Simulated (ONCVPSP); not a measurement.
**Before and after: ONCV potential for Sn (Z = 50)**

- Element: tin
- Generator: ONCVPSP 4.0.1
- Type: optimised norm-conserving Vanderbilt (ONCV)
- Functional: PBE
- Relativity: fully relativistic
- Frozen core: [Kr] 4d10
- Valence charge: 4
- Reference configuration: 5s2 5p2
- Partial waves: 5s: rc 1.80 bohr, ncon 5, nbas 9, qcut 4 1/bohr, 3 projectors, debl 3.2 Ha; 5p: rc 2.65 bohr, ncon 4, nbas 7, qcut 3.7 1/bohr, 2 projectors, debl 1.6 Ha
- Local potential: polynomial inside 1.25 bohr (lpopt 5, dvloc0 4 Ha)
- Core correction: Teter function, fcfact 5, rcfact 1.5

Open shells are filled in proportion to 2j + 1.

Change: local potential polynomial inside 1.25 bohr (lpopt 5, dvloc0 0.5 Ha).

Cutoffs: the cutoffs (Ha) at which the residual kinetic energy of the hardest occupied pseudo-wave falls to 1 and 0.1 mHa per electron; they do not see the model core or the augmentation charge, which bear on the density cutoff. Errors are all-electron minus pseudo energies relative to the spin-unpolarised reference configuration.

Question: How do hardness, ghosts and transferability respond?

Answer: The potential gets neither clearly harder nor softer (38 Ha and 68 Ha → 38 Ha and 68 Ha); both files keep a bound ghost (s); the lowest positive-energy flag moves from p3/2 at 72.7 eV to p3/2 at 33.3 eV; the errors of the 4 common tests hardly move; the range in which the p3/2 phases agree widens (upper end 2.1 → at the end of the scan).

```tsv
quantity	base	changed
cutoff, loose	38 Ha	38 Ha
cutoff, tight	68 Ha	68 Ha
bound ghosts	s	s
GHOST(+) flags under 300 eV	p3/2 at 72.7 eV, p1/2 at 78.3 eV	p3/2 at 33.3 eV, p1/2 at 41.5 eV
error for 5s2 5p1, meV [ΔE 6.89 eV]	-44	-44
error for 5s2 5p0, meV [ΔE 20.86 eV]	-263	-263
error for 5s1 5p0, meV [ΔE 51.83 eV]	-784	-781
error for 5s1 5p3, meV [ΔE 6.96 eV]	-15	-15
s: phases at 1.82 bohr within 0.05 rad from the reference energy up to (Ha; the scan ends near 5)	to the end of the scan	to the end of the scan
p3/2: phases at 2.69 bohr within 0.05 rad from the reference energy up to (Ha; the scan ends near 5)	2.1	to the end of the scan
p1/2: phases at 2.69 bohr within 0.05 rad from the reference energy up to (Ha; the scan ends near 5)	2.1	2.2
rms error of d²Exc/dni dnj with the model core, mHa	0.75	0.75
```

 A true bound ghost makes a file unfit for plane-wave use even where its test errors are small: the radial tests pick states by their node count and pass the ghost by.
